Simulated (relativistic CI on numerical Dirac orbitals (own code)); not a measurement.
# Hyperfine structure of Hg28+, mass number 199

Calculated at this level of theory: Dirac-Coulomb-Breit CI, KLI orbitals optimised for each configuration, QED by a radiative potential, unscaled Slater integrals (own radial code, finite nucleus).

Configurations in the expansion (outside the closed core [Ar] 3d10 4p6 4d10): 4s2.4f6, 4s2.4f5.5s, 4s2.4f4.5s2, 4s.4f7, 4s2.4f5.6s, 4f8. Levels of other configurations are missing.

Nuclear spin I = 1/2, μ = 0.5039 μN (tables of Stone and Pyykkö). The electronic factors are computed for point nuclear moments, without core polarisation or the Bohr-Weisskopf and QED corrections.

```
       Level   E (eV)  A (MHz)
4s2.4f6 7F_1   2.1225    127.7
4s2.4f6 7F_2   3.9064     1024
4s2.4f6 7F_3   5.3024     1672
4s2.4f6 7F_4   6.4047     2110
4s2.4f6 7F_5   7.2016     2482
4s2.4f6 5D_2  12.5401     2371
4s2.4f6 5L_7  12.7375     4057
```

Levels with J = 0, under 50 % of one LS term, or S terms without an open s electron are left out. Small factors come from cancelling terms and can be off by tens of per cent or more.

At this charge energies of transitions that change n are usually good to better than 1 %, and those within a shell (Δn = 0) to a few per cent. Terms inside the open d or f shell come out 10 to 20 % too wide with unscaled integrals.

(1) Give the hyperfine levels of 4s2.4f6 7F_3 relative to its centre of gravity.

Answers

(1) With K = F(F + 1) − I(I + 1) − J(J + 1), E = AK/2: F = 5/2: -3344, F = 7/2: 2508 MHz.

LS names give the leading component of a level, which can be under half, so a name can repeat, a term be missing and a line seem to break the LS rules.
